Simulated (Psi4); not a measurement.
rhodium atom (Rh), quartet (core potentials on Rh); BLYP/def2-SVP run with Psi4 1.11.

Here is a job for Psi4.
```
memory 2 GB

molecule {
0 4
Rh    0.00000000    0.00000000    0.00000000
}

set {
  basis def2-svp
  reference uks
}

energy('blyp')
print_variables()
```

**Question.** What does Psi4 print? Leave out banner, timings and long lists.

**Answer.** 
```
   => Loading Basis Set <=

    Name: DEF2-SVP
    Role: ORBITAL
    Keyword: BASIS

    !!!  WARNING: ECP capability is in beta. Please check occupations closely.  !!!

         ---------------------------------------------------------
                                   SCF
               by Justin Turney, Rob Parrish, Andy Simmonett
                          and Daniel G. A. Smith
                              UKS Reference
         ---------------------------------------------------------

  ==> Geometry <==

    Molecular point group: d2h
    Geometry (in Angstrom), charge = 0, multiplicity = 4:

       Center              X                  Y                   Z               Mass
    ------------   -----------------  -----------------  -----------------  -----------------
         RH           0.000000000000     0.000000000000     0.000000000000   102.905498000000

  Running in d2h symmetry.

  Rotational constants: A = ************  B = ************  C = ************ [cm^-1]
  Rotational constants: A = ************  B = ************  C = ************ [MHz]
  Nuclear repulsion =    0.000000000000000

  Charge       = 0
  Multiplicity = 4
  Electrons    = 17
  Nalpha       = 10
  Nbeta        = 7

  ==> Algorithm <==

  SCF Algorithm Type is DF.
  DIIS enabled.
  MOM disabled.
  Fractional occupation disabled.
  Guess Type is CORE.
  Energy threshold   = 1.00e-06
  Density threshold  = 1.00e-06
  Integral threshold = 1.00e-12

  ==> Primary Basis <==

  Basis Set: DEF2-SVP
    Blend: DEF2-SVP
    Number of shells: 11
    Number of basis functions: 31
    Number of Cartesian functions: 36
    Spherical Harmonics?: true
    Max angular momentum: 3

  Core potential: DEF2-SVP
    Number of shells: 4
    Number of ECP primitives: 14
    Number of ECP core electrons: 28
    Max angular momentum: 3

  ==> DFT Potential <==

   => LibXC <=

    Version 7.1.2
    S. Lehtola, C. Steigemann, M. J. T. Oliveira, and M. A. L. Marques,  SoftwareX 7, 1–5 (2018) (10.1016/j.softx.2017.11.002)

   => Composite Functional: BLYP <=

    BLYP GGA Exchange-Correlation Functional

    P.J. Stephens et. al., J. Phys. Chem., 98, 11623-11627, 1994
    B. Miehlich et. al., Chem. Phys. Lett., 157(3), 200-206 1989

    Deriv               =              1
    GGA                 =           TRUE
    Meta                =          FALSE

    Exchange Hybrid     =          FALSE
    MP2 Hybrid          =          FALSE

   => Exchange Functionals <=

    1.0000     XC_GGA_X_B88

   => Correlation Functionals <=

    1.0000     XC_GGA_C_LYP

   => LibXC Density Thresholds  <==

    XC_GGA_C_LYP:  1.00E-14
    XC_GGA_X_B88:  1.00E-15

   => Molecular Quadrature <=

    Radial Scheme          =       TREUTLER
    Pruning Scheme         =           NONE
    Nuclear Scheme         =       TREUTLER

    Blocking Scheme        =         OCTREE
    BS radius alpha        =              1
    Pruning alpha          =              1
    Radial Points          =             75
    Spherical Points       =            302
    Total Points           =          21436
    Total Blocks           =            240
    Max Points             =            251
    Max Functions          =             31
    Weights Tolerance      =       1.00E-15

   => Loading Basis Set <=

    Name: (DEF2-SVP AUX)
    Role: JKFIT
    Keyword: DF_BASIS_SCF

  ==> Integral Setup <==

  SCF_SUBTYPE=INCORE selected. In-core MEM_DF algorithm will be used.
  Using in-core AOs.

  ==> MemDFJK: Density-Fitted J/K Matrices <==

    J tasked:                   Yes
    K tasked:                    No
    wK tasked:                   No
    Algorithm:                 Core
    Schwarz Cutoff:           1E-12
    Mask sparsity (%):       0.0000
    Fitting Condition:        1E-10

   => Auxiliary Basis Set <=

  Basis Set: (DEF2-SVP AUX)
    Blend: DEF2-UNIVERSAL-JKFIT
    Number of shells: 49
    Number of basis functions: 255
    Number of Cartesian functions: 384
    Spherical Harmonics?: true
    Max angular momentum: 6

  Minimum eigenvalue in the overlap matrix is 2.7743842573E-02.
  Reciprocal condition number of the overlap matrix is 9.3560056514E-03.
    Using symmetric orthogonalization.

  ==> Pre-Iterations <==

  SCF Guess: Core (One-Electron) Hamiltonian.

   -------------------------------------------------------
    Irrep   Nso     Nmo     Nalpha   Nbeta   Ndocc  Nsocc
   -------------------------------------------------------
     Ag         9       9       4       3       3       1
     B1g        2       2       1       1       1       0
     B2g        2       2       1       0       0       1
     B3g        2       2       1       0       0       1
     Au         1       1       0       0       0       0
     B1u        5       5       1       1       1       0
     B2u        5       5       1       1       1       0
     B3u        5       5       1       1       1       0
   -------------------------------------------------------
    Total      31      31      10       7       7       3
   -------------------------------------------------------

  ==> Iterations <==

                           Total Energy        Delta E     RMS |[F,P]|

    Occupation by irrep:
             Ag   B1g   B2g   B3g    Au   B1u   B2u   B3u
    DOCC [     2,    0,    0,    0,    0,    1,    2,    2 ]
    SOCC [     1,    0,    0,    1,    0,    1,    0,    0 ]
    NA   [     3,    0,    0,    1,    0,    2,    2,    2 ]
    NB   [     2,    0,    0,    0,    0,    1,    2,    2 ]

   @DF-UKS iter   1:  -107.32683940170615   -1.07327e+02   1.56279e-01 ADIIS
    Occupation by irrep:
             Ag   B1g   B2g   B3g    Au   B1u   B2u   B3u
    DOCC [     3,    0,    1,    0,    0,    1,    1,    1 ]
    SOCC [     1,    1,    0,    1,    0,    0,    0,    0 ]
    NA   [     4,    1,    1,    1,    0,    1,    1,    1 ]
    NB   [     3,    0,    1,    0,    0,    1,    1,    1 ]

   @DF-UKS iter   2:   -98.94150673707770    8.38533e+00   2.53383e-01 ADIIS
    Occupation by irrep:
             Ag   B1g   B2g   B3g    Au   B1u   B2u   B3u
    DOCC [     2,    1,    0,    1,    0,    1,    1,    1 ]
    SOCC [     2,    0,    1,    0,    0,    0,    0,    0 ]
    NA   [     4,    1,    1,    1,    0,    1,    1,    1 ]
    NB   [     2,    1,    0,    1,    0,    1,    1,    1 ]

   @DF-UKS iter   3:  -110.40391646740630   -1.14624e+01   1.60011e-02 ADIIS/DIIS
    Occupation by irrep:
             Ag   B1g   B2g   B3g    Au   B1u   B2u   B3u
    DOCC [     3,    0,    1,    0,    0,    1,    1,    1 ]
    SOCC [     1,    1,    0,    1,    0,    0,    0,    0 ]
    NA   [     4,    1,    1,    1,    0,    1,    1,    1 ]
    NB   [     3,    0,    1,    0,    0,    1,    1,    1 ]

   @DF-UKS iter   4:  -110.37493101430944    2.89855e-02   1.78269e-02 ADIIS/DIIS
   @DF-UKS iter   5:  -110.41938458717442   -4.44536e-02   5.93255e-03 ADIIS/DIIS
   @DF-UKS iter   6:  -110.42062752596811   -1.24294e-03   4.10476e-03 ADIIS/DIIS
   @DF-UKS iter   7:  -110.42152099589904   -8.93470e-04   2.55682e-03 ADIIS/DIIS
   @DF-UKS iter   8:  -110.42191862196708   -3.97626e-04   3.32722e-04 ADIIS/DIIS
   @DF-UKS iter   9:  -110.42192741074923   -8.78878e-06   1.64236e-05 DIIS
   @DF-UKS iter  10:  -110.42192744166850   -3.09193e-08   3.51275e-06 DIIS
   @DF-UKS iter  11:  -110.42192744287078   -1.20228e-09   2.47654e-07 DIIS
  Energy and wave function converged.

  ==> Post-Iterations <==

   Electrons on quadrature grid:
      Nalpha   =   10.0000000000 ; deviation = 1.243e-14
      Nbeta    =    7.0000000000 ; deviation = 4.441e-15
      Ntotal   =   17.0000000000 ; deviation = 1.688e-14

   @Spin Contamination Metric:   4.608864233E-04
   @S^2 Expected:                3.750000000E+00
   @S^2 Observed:                3.750460886E+00
   @S   Expected:                1.500000000E+00
   @S   Observed:                1.500000000E+00

    Orbital Energies [Eh]
    ---------------------

    Alpha Occupied:

[...]
       4Ag    -0.167822

    Alpha Virtual:

[...]
    Beta Occupied:

[...]
       1B2g   -0.171234

    Beta Virtual:

[...]
    Final Occupation by Irrep:
             Ag   B1g   B2g   B3g    Au   B1u   B2u   B3u
    DOCC [     3,    0,    1,    0,    0,    1,    1,    1 ]
    SOCC [     1,    1,    0,    1,    0,    0,    0,    0 ]
    NA   [     4,    1,    1,    1,    0,    1,    1,    1 ]
    NB   [     3,    0,    1,    0,    0,    1,    1,    1 ]

  @DF-UKS Final Energy:  -110.42192744287078

   => Energetics <=

    Nuclear Repulsion Energy =              0.0000000000000000
    One-Electron Energy =                -193.5948702940609110
    Two-Electron Energy =                  94.4976940979889548
    DFT Exchange-Correlation Energy =     -11.3247512467988258
    Empirical Dispersion Energy =           0.0000000000000000
    VV10 Nonlocal Energy =                  0.0000000000000000
    Total Energy =                       -110.4219274428707820

  UHF NO Occupations:
  HONO-2 :    1B3g 1.0000000
  HONO-1 :    1B1g 1.0000000
  HONO-0 :    4 Ag 1.0000000
  LUNO+0 :    5 Ag 0.0000589
  LUNO+1 :    2B1u 0.0000485
  LUNO+2 :    2B3u 0.0000485
  LUNO+3 :    6 Ag 0.0000267

Computation Completed

Properties will be evaluated at   0.000000,   0.000000,   0.000000 [a0]

Properties computed using the SCF density matrix

 Multipole Moments:

 ------------------------------------------------------------------------------------
     Multipole            Electronic (a.u.)      Nuclear  (a.u.)        Total (a.u.)
 ------------------------------------------------------------------------------------

 L = 1.  Multiply by 2.5417464519 to convert [e a0] to [Debye]
 Dipole X            :          0.0000000            0.0000000            0.0000000
 Dipole Y            :          0.0000000            0.0000000            0.0000000
 Dipole Z            :          0.0000000            0.0000000            0.0000000
 Magnitude           :                                                    0.0000000

 ------------------------------------------------------------------------------------

  Variable Map:
  ----------------------------------------------------------------------------
[...]
  Array Variable Map:
  ----------------------------------------------------------------------------
[...]
[...]
```
